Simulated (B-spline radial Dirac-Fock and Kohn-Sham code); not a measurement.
**Scattering functions of Ge²⁺**

System: the Ge²⁺ ion, configuration [Ar] 3d10 4s2.

The computed values come from a B-spline atomic structure program: configuration-average Dirac-Fock orbitals. f₀ is the Fourier transform of the spherical electron density, S the Waller-Hartree incoherent function, and s = sin θ/λ. The electron scattering factor follows from the Mott-Bethe formula f_e = 0.023934 Å⁻¹·(Z − f₀)/s².

| s (Å⁻¹) | f₀ | S | f_e (Å) |
| --- | --- | --- | --- |
| 0 | 30.000 | 0.000 | – |
| 0.08 | 29.114 | 1.187 | 10.794 |
| 0.09 | 28.894 | 1.452 | 9.179 |
| 0.12 | 28.126 | 2.300 | 6.439 |
| 0.15 | 27.237 | 3.155 | 5.067 |
| 0.18 | 26.272 | 3.971 | 4.231 |
| 0.23 | 24.591 | 5.241 | 3.352 |
| 0.28 | 22.905 | 6.459 | 2.776 |
| 0.35 | 20.625 | 8.152 | 2.222 |
| 0.44 | 17.893 | 10.243 | 1.744 |
| 0.54 | 15.187 | 12.332 | 1.380 |
| 0.68 | 12.106 | 14.846 | 1.030 |
| 0.84 | 9.621 | 17.239 | 0.759 |
| 1.05 | 7.664 | 19.680 | 0.528 |
| 1.3 | 6.420 | 21.732 | 0.362 |
| 1.62 | 5.438 | 23.532 | 0.242 |
| 2.02 | 4.395 | 25.116 | 0.162 |
| 2.51 | 3.264 | 26.457 | 0.109 |
| 3.13 | 2.256 | 27.507 | 0.073 |
| 3.89 | 1.603 | 28.234 | 0.048 |
| 4.84 | 1.250 | 28.772 | 0.031 |
| 6.03 | 1.025 | 29.215 | 0.020 |
| 7.5 | 0.809 | 29.563 | 0.013 |

f₀ starts at the number of electrons, 30, and has fallen to half at s ≈ 0.55 Å⁻¹. The sum of ⟨r²⟩ over the electrons is 19.82 bohr². For an ion f_e diverges as s goes to zero, because of the net charge.
